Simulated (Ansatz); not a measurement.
Reaction: CH3N (SMILES N=C) → CH2N (SMILES N=[CH], doublet) + H (doublet) (the C-H bond breaks)
Each species at its own B3LYP-D3(BJ)/def2-TZVP minimum (Ansatz, an electronic-structure program).

Total energies in hartree (Ansatz). Radicals and triplets start from unrestricted determinants; spin-orbit coupling is neglected. Correlated methods leave the cores frozen. No relativity. For partners of very few electrons the exact lower level stands in for a higher one. The UHF reference of CH2N ([CH]=N, doublet) is spin-contaminated (<S^2> up to 0.08 over the pure value in the sets run).

```tsv
species	HF/cc-pVTZ	CCSD(T)/cc-pVTZ	HF/cc-pVQZ	CCSD(T)/cc-pVQZ	CCSDT(Q)/cc-pVTZ
1: CH3N (SMILES C=N)	-94.06771	-94.47249	-94.07484	-94.50115	-94.47366
2: CH2N (SMILES [CH]=N, doublet)	-93.43109	-93.80111	-93.43815	-93.82880	-93.80292
3: H (doublet)	-0.49981	-0.49981	-0.49995	-0.49995	-0.49981
```

### Question
Work out the bond dissociation energy (electronic) in kJ/mol: take Hartree-Fock from cc-pVQZ, extrapolate the CCSD(T) correlation energy as X^-3 (X = 3, 4), and add CCSDT(Q) - CCSD(T) in cc-pVTZ. 1 hartree = 2625.5 kJ/mol.

### Answer

Species 1: correlation (64·(-0.42631) - 27·(-0.40478))/37 = -0.44202; step -0.00117; E1 = -94.07484 + (-0.44202) + (-0.00117) = -94.51803
Species 2: correlation (64·(-0.39065) - 27·(-0.37002))/37 = -0.40570; step -0.00181; E2 = -93.43815 + (-0.40570) + (-0.00181) = -93.84566
Species 3: correlation (64·(0.00000) - 27·(0.00000))/37 = 0.00000; step +0.00000; E3 = -0.49995 + (0.00000) + (+0.00000) = -0.49995
-1·E1 +1·E2 +1·E3 = 0.17242 hartree = 452.7 kJ/mol.
